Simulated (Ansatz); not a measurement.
Basis-set extrapolation for `N=C([SiH3])CS` (PBE0-D4/def2-TZVP geometry, frozen core, the Gaussian-basis code of Ansatz). Multiplicity 1, RHF reference.

|  | def2-TZVPP | def2-QZVPP |
| --- | --- | --- |
| HF | -820.768836 | -820.795209 |
| MP2 correlation | -0.839073 | -0.899147 |
| CCSD(T) correlation | -0.935762 | not run |

Energies in hartree. Use E(X) = E(∞) + A·exp(−7.88·√X) for Hartree–Fock and E(X) = E(∞) + B·X^(−2.97) for correlation, with X = 3 and 4, and add CCSD(T) minus MP2 of the smaller set to the MP2 limit.

**Question.** What is the CCSD(T) energy at the basis-set limit?

**Answer.** HF limit: -820.795209 + (-0.026373) × 0.13774 = -820.79884. MP2 limit: -0.899147 + (-0.060074) × 0.74074 = -0.94365. Higher-order term: -0.935762 − (-0.839073) = -0.09669. Total: -821.83918 hartree, 3.66 eV below CCSD(T)/def2-TZVPP.
